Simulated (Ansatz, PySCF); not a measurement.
Species: CH3O2, net charge 0, doublet state. It need not be the lowest isomer of its formula. 
Coordinates optimised at B3LYP-D3(BJ)/def2-TZVP (Ansatz, a first-principles code):
```xyz
6

O     -1.1819     0.1242     0.0417
C      0.0045    -0.4823    -0.2166
O      1.0786     0.3031     0.1537
H     -1.0918     1.0659    -0.1570
H      0.0095    -1.5194     0.1190
H      1.8821    -0.0708    -0.2250
```
Charge 0, spin multiplicity 2.

Quantity: atomisation energy (electronic, to ground-state atoms), in kJ/mol. Correlated levels leave the core frozen unless marked. UHF or UKS for open shells. Spin-orbit coupling is left out. Non-relativistic. FCI takes restricted orbitals. The coupled-cluster limit lacks core correlation, which all-electron functionals hold. Basis-set limits of correlation are two-point, X^-3; Hartree-Fock from the larger set. [CCSD(T)-MP2]/basis is that difference in the basis named.

| level | program | atomisation energy (kJ/mol) |
|---|---|---|
| HF-D4/def2-TZVPD | PySCF + dftd4 | … |
| PBE-D3(BJ)/def2-TZVPD | Ansatz + dftd3 | 2247.5 |
| PBE-D4/def2-TZVPD | Ansatz + dftd4 | 2246.8 |
| BP86-D4/def2-TZVPD | PySCF + dftd4 | 2266.1 |
| r2SCAN/def2-TZVPD | Ansatz | 2177.1 |
| r2SCAN-D3(BJ)/def2-TZVPD | Ansatz + dftd3 | 2178.6 |
| r2SCAN-D4/def2-TZVPD | Ansatz + dftd4 | 2178.3 |
| PBE0/6-31G* | Ansatz | 2124.7 |
| PW6B95-D3(BJ)/def2-TZVPD | PySCF + dftd3 | … |
| CAM-B3LYP-D3(BJ)/def2-TZVPD | Ansatz + dftd3 | 2177.1 |
| B2GP-PLYP-D4/def2-TZVPD | Ansatz + dftd4 | 2123.4 |
| PBE-QIDH/def2-TZVPD | Ansatz | 2126.1 |
| CCSD/STO-3G | Ansatz | 1775.4 |
| CCSD/6-31G* | Ansatz | 1890.7 |
| CCSD/aug-cc-pVDZ | Ansatz | … |
| FCI/STO-3G | Ansatz | 1783.4 |
| RI-MP2/CBS(cc-pVTZ,cc-pVQZ)+[CCSD(T)-MP2]/cc-pVTZ | Ansatz | 2164.0 |

Problem. Complete the blanks.

Solution. 
- HF-D4/def2-TZVPD, atomisation energy (kJ/mol): 1454.6
- PW6B95-D3(BJ)/def2-TZVPD, atomisation energy (kJ/mol): 2159.3
- CCSD/aug-cc-pVDZ, atomisation energy (kJ/mol): 1976.3
